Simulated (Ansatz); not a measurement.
The cluster Pb₄S₃, relaxed as a singlet with RKS r2SCAN-D4/def2-SVP in Ansatz, starting from the GFN1-xTB geometry. Force threshold 0.02 eV/Å.

In the def2 sets Pb takes a core potential; there is no spin–orbit coupling. The restricted singlet is unstable towards broken spin symmetry in Hartree–Fock (as tested in another run); at r2SCAN-D4/def2-SVP this wasn't settled. Another isomer (singlet) lies 1.12 eV lower at PBE0-D4/def2-TZVP; other spin states weren't run for this one.

Start:

```csv
atom,x (Å),y (Å),z (Å)
Pb1,0.196,-2.481,-0.395
Pb2,-0.375,0.421,1.903
Pb3,-1.190,2.216,-1.176
Pb4,0.856,0.153,-1.920
S5,1.050,1.813,0.156
S6,0.942,-1.778,1.892
S7,-1.479,-0.343,-0.460
```

(1) Estimate the energy that the relaxation releases and the steps that it takes.

(2) Does the start keep its bonding and symmetry?

(3) Predict the relaxed structure.

Answers

(1) 5.2 kcal/mol, in 6 steps; 30 s on 4 threads of Arm Neoverse V1 on a shared host. No frequencies were taken in this run, so the end may be a saddle point.

(2) By distances, no bond broke or formed. The bond that changes most is Pb2–S7, from 2.72 to 2.88 Å (atoms count from 1).

(3) 
Cartesian coordinates in Å:
```
Pb 0.209 -2.540 -0.315
Pb -0.368 0.388 1.913
Pb -1.187 2.305 -1.173
Pb 0.820 0.193 -1.976
S 1.103 1.863 0.165
S 1.003 -1.827 1.975
S -1.581 -0.382 -0.589
```
Bond lengths (bridged metal pairs left out): 9 × Pb–S 2.53 to 2.88 Å.
